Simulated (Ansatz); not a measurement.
Cost and result for the atomization energy of C3H5BrO, SMILES `O=CCCBr` (10 atoms, 9 bonds).

```xyz
10

O    -0.999    2.152    0.668
C    -0.237    1.230    0.635
C    -0.051    0.327   -0.557
C     0.351   -1.076   -0.181
Br   -1.046   -1.954    0.853
H     0.419    1.000    1.505
H    -0.955    0.350   -1.167
H     0.760    0.767   -1.156
H     1.238   -1.093    0.451
H     0.521   -1.703   -1.052
```

Charge 0, multiplicity 1. Correlated methods include outer-core shells of Br, which these sets cover unevenly. Scalar relativity is left out up to krypton. The structure was optimised at the PBE0-D4/def2-TZVP level. It is one conformer, not always the lowest. Program: Ansatz. All runs use 4 threads of an Arm Neoverse V1 on a shared host. Times are those of one run each, without the atoms' runs, and a repeat can differ threefold. Electronic energies, without spin–orbit coupling; frozen cores. CCSD(T)/CBS adds CCSD(T) − MP2 in def2-TZVPP to the MP2 limit, and its time is that of the two runs behind it. T1 = 0.011. With those shells the extrapolation isn't a true limit. B3LYP takes the VWN-RPA correlation (the form of Gaussian; ORCA's B3LYP/G).

CCSD(T)/CBS is a level of theory with its own doubt, some kJ/mol a heavy atom from the limit and from the frozen cores, so smaller differences don't rank the functionals.

```json
{"level": "B3LYP-D4/def2-TZVPP (with forces)", "functions": "242", "wall time": "7.5 s"}
{"level": "PBE-D4/def2-TZVPP (with forces)", "functions": "242", "wall time": "7.5 s"}
{"level": "r2SCAN-D4/def2-TZVPP (with forces)", "functions": "242", "wall time": "9.5 s"}
{"level": "PBE0-D4/def2-TZVPP", "functions": "242", "wall time": "11 s"}
{"level": "B2PLYP/def2-TZVPP", "functions": "242", "wall time": "14 s"}
{"level": "ωB97X-V/def2-TZVPP", "functions": "242", "wall time": "16 s"}
{"level": "ωB97M-V/def2-TZVPP (with forces)", "functions": "242", "wall time": "17 s"}
{"level": "MP2/def2-QZVPP", "functions": "467", "wall time": "31 s"}
{"level": "CCSD(T)/def2-TZVPP", "functions": "242", "wall time": "3.9 min"}
{"level": "CCSD(T)/CBS(def2)", "functions": "–", "wall time": "4.4 min"}
```

Q: What atomization energy does each give, and how far from CCSD(T)/CBS? (Estimate.)

A: The calculation gave: 
| level | atomization (kcal/mol) | difference from CCSD(T)/CBS | per bond |
| --- | --- | --- | --- |
| B3LYP-D4/def2-TZVPP (with forces) | 936.1 | -2.3 | -0.2 |
| PBE-D4/def2-TZVPP (with forces) | 967.3 | 28.9 | 3.2 |
| r2SCAN-D4/def2-TZVPP (with forces) | 941.8 | 3.4 | 0.4 |
| PBE0-D4/def2-TZVPP | 945.3 | 6.9 | 0.8 |
| B2PLYP/def2-TZVPP | 928.2 | -10.2 | -1.1 |
| ωB97X-V/def2-TZVPP | 938.3 | -0.1 | 0.0 |
| ωB97M-V/def2-TZVPP (with forces) | 938.9 | 0.5 | 0.1 |
| MP2/def2-QZVPP | 949.9 | 11.5 | 1.3 |
| CCSD(T)/def2-TZVPP | 914.4 | -24.0 | -2.7 |
| CCSD(T)/CBS(def2) | 938.4 | 0.0 | 0.0 |

From PBE to PBE0 (25 % exact exchange), in def2-TZVPP and without D4, the atomization energy moves by −21.3 kcal/mol: exact exchange takes away binding that semilocal exchange gives to molecules. The D4 term adds +7.8 kcal/mol with B3LYP and +4.1 kcal/mol with PBE0; it sums over pairs of atoms, weighted by their polarisabilities, and B3LYP, whose exchange is more repulsive, gets the larger term. In def2-TZVPP, CCSD(T) changes the Hartree–Fock value by +242.1 kcal/mol (the triples alone add +16.6 kcal/mol) and MP2 by +263.6 kcal/mol; breaking electron pairs costs correlation energy, which Hartree–Fock lacks.
